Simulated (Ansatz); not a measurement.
C3H7NOSi (`C=CN([SiH3])C=O`), relaxed with RKS PBE-D4/def2-SVP in Ansatz 0.2.0 from a rough embedded geometry. The force threshold is 0.03 eV/Å; the program also tests the step.

Total charge 0; spin multiplicity 1.

Start:

```xyz
13

C    -0.231   -0.873   -1.915
C     0.532   -0.790   -0.777
N     0.311   -0.051    0.369
Si   -1.103    1.085    0.593
C     1.240   -0.019    1.377
O     2.300   -0.652    1.427
H     0.071   -1.531   -2.676
H    -1.203   -0.356   -1.995
H     1.500   -1.344   -0.742
H    -1.154    1.409    2.040
H    -0.932    2.225   -0.219
H    -2.313    0.303    0.237
H     0.983    0.594    2.279
```

Q: By how much does the energy fall, and how many steps does the optimiser take? (Estimate.)

A: Ansatz gave: 0.31 eV, in 6 steps.

Q: Which bonds change most? (Estimate.)

A: The calculation gave: Si4–H11 from 1.410 to 1.500 Å; C1–H7 from 1.051 to 1.099 Å; N3–C5 from 1.371 to 1.403 Å; N3–Si4 from 1.828 to 1.796 Å.

Q: Give the relaxed structure. (Best estimate.)

A: Ansatz gave: 
```xyz
13

C    -0.214   -0.789   -1.860
C     0.574   -0.761   -0.765
N     0.331   -0.015    0.405
Si   -1.129    1.020    0.560
C     1.269   -0.108    1.444
O     2.280   -0.786    1.411
H     0.076   -1.410   -2.719
H    -1.152   -0.218   -1.951
H     1.507   -1.345   -0.701
H    -1.040    1.628    1.927
H    -1.117    2.080   -0.502
H    -2.365    0.181    0.423
H     0.981    0.524    2.327
```
